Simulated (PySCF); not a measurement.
Species: C8H11FOSi.
SMILES with atom numbers: `[CH2:1]=[CH:2][SiH2:3][O:4][C:5](=[CH2:6])[C:7]#[C:8][CH2:9][CH2:10][F:11]` (hydrogens: H12, H13 on C1; H14 on C2; H15, H16 on Si3; H17, H18 on C6; H19, H20 on C9; H21, H22 on C10)

Theory: PBE0-D3(BJ)/def2-SVP geometry optimisation, gas phase in PySCF 2.14.0.

What internal coordinates does the optimisation give?

```
            bond  length (Å)   order
           C1=C2       1.338  double
          C2–Si3       1.864  single
          Si3–O4       1.692  single
           O4–C5       1.358  single
           C5=C6       1.342  double
           C5–C7       1.433  single
           C7≡C8       1.214  triple
           C8–C9       1.454  single
          C9–C10       1.520  single
         C10–F11       1.371  single
          C1–H12       1.096  single
          C1–H13       1.096  single
          C2–H14       1.098  single
Si3–H15, Si3–H16       1.490  single
          C6–H17       1.091  single
          C6–H18       1.089  single
  C9–H19, C9–H20       1.104  single
C10–H21, C10–H22       1.103  single
```

Bonds in one row agree within 0.01 Å and their mean is given. Orders are formal, as drawn. A selection of angles:
```
     angle  degrees
 C1–C2–Si3    123.2
 C2–Si3–O4    110.5
 Si3–O4–C5    127.3
  O4–C5–C6    120.8
  O4–C5–C7    115.6
  C6–C5–C7    123.6
  C5–C7–C8    172.9
  C7–C8–C9    175.8
 C8–C9–C10    112.2
C9–C10–F11    110.3
```

Torsions: C1–C2–Si3–O4 9° (synperiplanar); C2–Si3–O4–C5 75° (synclinal); Si3–O4–C5–C6 173° (antiperiplanar); C8–C9–C10–F11 63° (synclinal). The mirror-image conformer, all signs reversed, is as good.

Of the pairs four or more bonds apart, Si3···C8 is among the closest relative to their van der Waals radii: 3.57 Å, 94 % of the sum of Bondi's values. The 6 C–C bonds span 1.214 Å (C7≡C8, drawn triple) to 1.520 Å (C9–C10, drawn single), a spread of 0.306 Å. Si3 (oxygen-bound silicon) is distorted tetrahedral (angles from 103.1° to 111.7°).

Point group: C1 (no symmetry element, even within 0.4 Å). Not checked by PBE0-D3(BJ)/def2-SVP frequencies. One conformer, not necessarily the lowest.
